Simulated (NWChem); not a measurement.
# Lowest excitation of HClFHfN

```
Hf
N 1 1.8091
H 2 1.0144 1 170.29
F 1 1.9283 2 110.75 3 -52.34
Cl 1 2.3840 2 112.20 3 79.29
```
Charge 0, spin multiplicity 1.

All runs are NWChem calculations. The geometry was optimised at PBE0/def2-SVP with def2 effective core potentials on Hf, a minimum by its harmonic frequencies.

Basis set: def2-SVP.

Effective core potentials replace the inner electrons of Hf; spin-orbit coupling is left out. B3LYP has NWChem's definition, with VWN1-RPA local correlation. The structure started from a generated list of species.

Question: For the lowest vertical singlet excitation energy, TD-PBE gives 2.06 eV and TDA-CAM-B3LYP gives 2.54 eV. What do CIS, TD-B3LYP give?

Answer: CIS: 3.77 eV; TD-B3LYP: 2.29 eV.
